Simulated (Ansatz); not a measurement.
`C[Se][Al]([F])[F]` + H₂ → `C[SeH]` + `[F][AlH][F]` at 700 K and 1 bar (hydrogenolysis of the Se–Al bond).

Isolated molecules relaxed with PBE0-D4/def2-TZVP in Ansatz; ΔE leaves out vibrations. CCSD(T)/CBS adds triple-zeta CCSD(T) − MP2 to the extrapolated MP2 energy (def2 sets, frozen cores). This one scheme is used for every species. For Se outer-core shells are correlated without core-valence functions, which leaves a few kJ/mol of doubt a bond. Scalar relativity is left out up to krypton. One conformer a species, not always the lowest.

| species | CCSD(T)/CBS energy (Eh) | H − E (kJ/mol) | S (J/(mol·K)) |
| --- | --- | --- | --- |
| `C[Se][Al]([F])[F]` | -2882.36734 | 186.0 | 478.6 |
| H₂ | -1.17544 | 46.8 | 155.3 |
| `C[SeH]` | -2441.15625 | 157.6 | 325.3 |
| `[F][AlH][F]` | -442.35155 | 69.3 | 318.9 |

H − E and S are ideal-gas, rigid-rotor, harmonic terms from PBE0-D4/def2-TZVP, for one conformer and one mirror image of each species. The MP2-based limit puts H₂ 0.8 mEh under its directly extrapolated value; such offsets cancel only in part. 1 Eh = 2625.50 kJ/mol, R = 8.31446 J/(mol·K).

By hand: ΔE, ΔH, ΔS and ΔG.

ΔE = (-2441.15625) + (-442.35155) − (-2882.36734) − (-1.17544) = 0.03498 Eh = 91.8 kJ/mol. Δ(H − E) = 157.6 + 69.3 − 186.0 − 46.8 = -5.9, so ΔH = 85.9 kJ/mol. ΔS = 325.3 + 318.9 − 478.6 − 155.3 = 10.3 J/(mol·K). ΔG = 85.9 − 700 × (10.3)/1000 = 78.7 kJ/mol.

By hand: the equilibrium constant, and the temperature at which ΔG would vanish if ΔH and ΔS stayed fixed.

log₁₀ K = −ΔG/(RT ln 10) = -5.9. ΔG = 0 at ΔH/ΔS = 8340 K, far beyond where these terms or the molecules hold.

The number of gas molecules stays the same, so ΔS is small and ΔH decides. A doubt of 5 kJ/mol in ΔE shifts log₁₀ K by 0.4 here. Other conformers and mirror images would add mixing entropy, several J/(mol·K) or more a flexible species. Modes under 60 cm⁻¹, often nearly free rotors, make the harmonic entropy too high. These are equilibria of isolated gas molecules and say nothing of rates. Largest T1 diagnostic: 0.013 (customary marks: 0.02 for closed shells, 0.045 for open ones).
